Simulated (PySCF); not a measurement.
C8H6O, SMILES C#Cc1cccc(O)c1 at its GFN2-xTB optimised geometry (Å):

```
15

C     -2.2902    -2.3498    -0.0014
C     -1.6965    -1.3064    -0.0005
C     -0.9940    -0.0768     0.0000
C     -1.6896     1.1306     0.0001
C     -0.9884     2.3225     0.0001
C      0.3937     2.3291     0.0000
C      1.0927     1.1243     0.0000
O      2.4525     1.1712    -0.0001
C      0.3996    -0.0768     0.0000
H     -2.8119    -3.2599    -0.0015
H     -2.7689     1.1237     0.0001
H     -1.5243     3.2599     0.0003
H      0.9521     3.2514    -0.0001
H      2.8119     0.2758     0.0000
H      0.9350    -1.0178    -0.0001
```

Level of theory: PBE0/def2-TZVP (PySCF). Cells within 0.4 Å of a nucleus heavier than hydrogen are left out (blank, or x).

Map of the electrostatic potential (hartree/e), clipped to [-0.08, 0.12] on the plane z = 0.0 Å:

```
|22233333333333333333222222222|
|22333333333333333333322222222|
|22333333344333333333322222222|
|23333333455543345543322222222|
|23333334589854469964322222222|
|23333334799986699994322222222|
|23333334799999999994211112222|
|23333334599999999984210111222|
|23333344699xx9xxx994200011222|
|233334679999999x9999961011222|
|23334699999999999999999112222|
|233349999xx99999xx99xx9532233|
|2233479999x999999x99x99843333|
|22233479999999999999999964433|
|22222334799xx99xx999999975433|
|22222224999xx99x9999999965433|
|22221115999999999997898755433|
|222111169xx999999997666554433|
|222111499xx995589986555544433|
|22222399x99953346655444444333|
|22223599xx9511234444444433333|
|22334799999311223333333333333|
|33335999998211223333333333333|
|33345999974222222333333333333|
|33345799853222222333333333333|
|33334566543222222233333333333|
|33334444433222222233333333333|
|33333343333322222233333333333|
|33333333333322222223333333333|
```
Scale: ten equal steps from -0.048 (start of '0') to 0.120 (end of '9'), in the order '0123456789'; x runs from -5.50 to 5.50, y from -5.50 (bottom) to 5.50 (top).
